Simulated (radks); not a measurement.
Values are calculated unless marked as measured or tabulated.
Effect of the nuclear size on the magnesium ion Mg+, [Ne] 3s1. Code: a radial shooting solver on a logarithmic mesh with Libxc functionals. Model: Dirac Kohn-Sham, exchange-only LDA, spin-unpolarised, spherical densities, finite nucleus; Fermi nuclear charge, rms radius 3.057 fm. The rms radius is varied about that value; shifts are against it.

rms radius (fm)  total energy shift (eV)  density at nucleus (e/bohr^3)  1s1/2 shift (meV)
2.4487                         -0.000938                           1150             -0.390
2.7727                         -0.000464                           1148             -0.193
3.057                                  0                           1147              0.000
3.1518                          0.000165                           1147              0.068
3.5981                           0.00101                           1145              0.418

Slopes of the eigenvalues against <r^2> in GHz/fm^2, as finite differences over the two radii next to the reference (eigenvalue slopes, not the field-shift constants of lines): 1s1/2 28.1.
